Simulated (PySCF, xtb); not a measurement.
H4MgO2Si, SMILES [OH][Mg][O][SiH3]. One conformer was computed; it need not be the lowest.

Harmonic wavenumbers (cm⁻¹) from GFN2-xTB (xtb 6.7.1) at its own minimum, in rising order: 44, 57, 110, 169, 216, 414, 514, 565, 580, 640, 749, 786, 812, 981, 2104, 2123, 2160, 3669.

**Question.** What does r2SCAN-D4/def2-SVP in PySCF give at its own minimum? (Estimate from the structure and the level; the computed values follow.)

**Answer.** 67, 67, 160, 160, 185, 185, 421, 738, 738, 846, 957, 957, 1009, 1094, 2183, 2183, 2195, 4068. Paired by order, the mean absolute difference is 125 cm⁻¹ and the zero-point energies are 23.9 and 26.0 kcal/mol.
